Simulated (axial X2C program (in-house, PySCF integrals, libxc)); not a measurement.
**Spin–orbit effects down a group: molecules with Te, PBE0**

All values come from calculations with an in-house relativistic program for diatomic molecules, spin-free (one-electron X2C) or two-component (2c: spin–orbit coupling with atomic mean-field Coulomb and Gaunt terms, which also bring small scalar terms), in Dyall basis sets with cores contracted in-house; open shells are unrestricted.

Basis sets: Br dyall-cv3z, Cl dyall-av3z, I dyall-cv3z, Te dyall-cv3z.

| molecule | spin-free state | Re (Å) | ωe (cm⁻¹) | De (eV) | 2c state | Re 2c (Å) | ωe 2c (cm⁻¹) | De 2c (eV) |
| --- | --- | --- | --- | --- | --- | --- | --- | --- |
| TeCl | M_S = 1/2, Λ = 1 | 2.317 | 393.9 | 2.76 | Ω = 3/2 | 2.328 | 382.6 | 2.77 |
| TeBr | M_S = 1/2, Λ = 1 | 2.457 | 276.4 | 2.46 | Ω = 3/2 | 2.468 | 269.3 | 2.39 |
| TeI | M_S = 1/2, Λ = 1 | 2.645 | 224.1 | 2.20 | Ω = 3/2 | 2.656 | 217.9 | 1.98 |

(1) Work out the shifts from the spin-free to the two-component result.

Each entry is the lowest single determinant of a limited PBE0 search at one distance. De goes to single-determinant-based atoms at the same level (for ions the charge split of lowest energy) and is withheld (n/a) where an atom does not fit its ground term or J level. Main or longest-lived isotopes. Some light 2c atoms are not at their ground J level, so De misses part of their lowering (0.04 eV or less). The functionals have no current term, which raises determinants with orbital currents.

Results:

(1) 

```tsv
molecule	2c state	ΔRe (Å)	Δωe (cm⁻¹)	ΔDe (eV)
TeCl	Ω = 3/2	0.011	-11.3	0.01
TeBr	Ω = 3/2	0.011	-7.1	-0.07
TeI	Ω = 3/2	0.011	-6.2	-0.22
```

Shifts of one unit in the last digit are rounding.
